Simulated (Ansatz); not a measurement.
Reactions of FH₄O₂Si₂, SMILES `O[Si](F)O[SiH3]` radical.

Computed with Ansatz on PBE0-D4/def2-TZVP structures; ΔE is electronic, products minus reactants. CCSD(T)/CBS is the MP2 limit (def2-TZVPP, def2-QZVPP) plus CCSD(T) − MP2 in def2-TZVPP, frozen cores. This one scheme is used for every species, atoms too. DFT in def2-TZVPP. Open shells (•) are unrestricted, without spin–orbit coupling. Spin–orbit coupling would lower the free atoms: a little for F, O, Si. One conformer a species, not always the lowest.

```
                                     reaction  CCSD(T)/CBS(def2) (kcal/mol)
`O[Si](F)O[SiH3]`• → F• + 4 H• + 2 O• + 2 Si•                         808.3
     `O[Si](F)O[SiH3]`• → `O[SiH](F)O[SiH2]`•                          -5.5
    `O[Si](F)O[SiH3]`• → `O[Si](O)(F)[SiH2]`•                          17.1
      `O[Si](F)O[SiH3]`• → `O[SiH][SiH](O)F`•                             ?
```

(1) Fill in the missing values. (Estimate.)

Largest T1 diagnostic: 0.015, for `O[SiH][SiH](O)F`•.

Answers

(1) The calculation gave: `O[Si](F)O[SiH3]`• → `O[SiH][SiH](O)F`•: +28.3 kcal/mol.
